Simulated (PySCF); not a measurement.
## How methods differ on the ionisation energy of V²⁺

V²⁺ [Ar] 3d3 (4F) → V³⁺ [Ar] 3d2 (3F), as a difference of total energies. Computed with PySCF 2.14 in aug-cc-pVDZ (7s6p4d2f, 59 functions), with no relativity, point nucleus. Correlated levels: valence: [Ar] frozen. The calculations carry no spin-orbit coupling.

```
           method  ionisation energy (eV)  difference from reference (eV)
              UHF                  28.663                          -0.648
    MP2 (valence)                  28.949                          -0.362
SCS-MP2 (valence)                  28.758                          -0.553
   CCSD (valence)                  29.016                          -0.295
CCSD(T) (valence)                  29.018                          -0.293
```

Reference: 29.311 eV (measured; NIST Atomic Spectra Database, ionization energies).

These non-relativistic numbers lack the scalar-relativistic shift.

The reference lies between the lowest fine-structure levels, while these numbers refer to the centres of the terms.

Errors of the correlated levels include the incompleteness of this basis and the frozen core.
